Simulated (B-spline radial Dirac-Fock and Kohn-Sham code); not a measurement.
Level of theory: Dirac-Fock orbitals of the configuration average with a finite nucleus; a radial atomic solver.

Q: This computed X-ray form factor belongs to an atom or ion in its tabulated ground configuration. Which?

```
sin θ/λ (Å⁻¹)      f₀
          0.1  41.695
         0.25  36.071
          0.4  29.343
          0.7  20.461
          1.4  11.473
          1.6   9.627
            2   7.106
            3   4.764
            6   1.765
```

A: In⁶⁺, with 43 electrons in [Kr] 4d7. f₀ tends to the number of electrons as s goes to zero, which the first rows give only roughly, and the rate of fall reflects the nuclear charge, 49.
